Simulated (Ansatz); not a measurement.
Born–Oppenheimer molecular dynamics of C2H4I (7 atoms, charge 1, multiplicity 1). It starts from a relaxed structure.

The calculation used Ansatz 0.2.0, RKS PBE0-D4/def2-SVP.

| Item | Value |
| --- | --- |
| ensemble | NVT, Langevin thermostat |
| time step | 0.25 fs |
| steps asked | 150 |
| set temperature | 200 K |
| friction | 0.001 /fs |
| seed | 592362 |

First frame:

```xyz
7
Properties=species:S:1:pos:R:3
C -0.567 0.409 -0.009
C 0.587 -0.449 -0.102
I 1.778 -0.980 1.388
H -1.432 -0.144 -0.439
H -0.431 1.233 -0.745
H -0.800 0.800 0.988
H 0.864 -0.868 -1.081
```

**Question.** What does the run give?

**Answer.** The run went to its last step.

* steps done: 150
* time covered: 37.5 fs
* mean temperature over the second half: 84 K
* spread of the potential energy over the second half: 3.4 meV per atom
* mean potential energy of the second half above the start: 12.3 meV per atom

The mean temperature of the second half is 58 % below the set value. A run of 0.037 ps of so small a system gives no equilibrium averages. Limits of this set-up: the dipole of an ion depends on the origin.

**Question.** What happens to the structure?

**Answer.** The same pairs are bonded in the first frame and the last. Pairs count as bonded within 1.25 times the sum of covalent radii (0.12 Å more for H–H). Another seed would give other details.

**Question.** How do temperature and energy run in time?

**Answer.** 
| time (fs) | T (K) | potential energy less start (eV) |
| --- | --- | --- |
| 0.0 | 171 | 0.000 |
| 1.8 | 136 | 0.028 |
| 3.5 | 104 | 0.054 |
| 5.2 | 94 | 0.062 |
| 7.0 | 66 | 0.091 |
| 8.8 | 59 | 0.099 |
| 10.5 | 93 | 0.070 |
| 12.2 | 86 | 0.075 |
| 14.0 | 75 | 0.088 |
| 15.8 | 89 | 0.074 |
| 17.5 | 73 | 0.089 |
| 19.2 | 53 | 0.107 |
| 21.0 | 95 | 0.073 |
| 22.8 | 112 | 0.060 |
| 24.5 | 108 | 0.068 |
| 26.2 | 122 | 0.049 |
| 28.0 | 112 | 0.062 |
| 29.8 | 61 | 0.109 |
| 31.5 | 60 | 0.111 |
| 33.2 | 63 | 0.107 |
| 35.0 | 50 | 0.119 |
| 36.8 | 88 | 0.090 |

Time of the run: 13 min on 1 thread of AMD EPYC (Zen 3), on a shared host, peak memory 0.16 GiB.
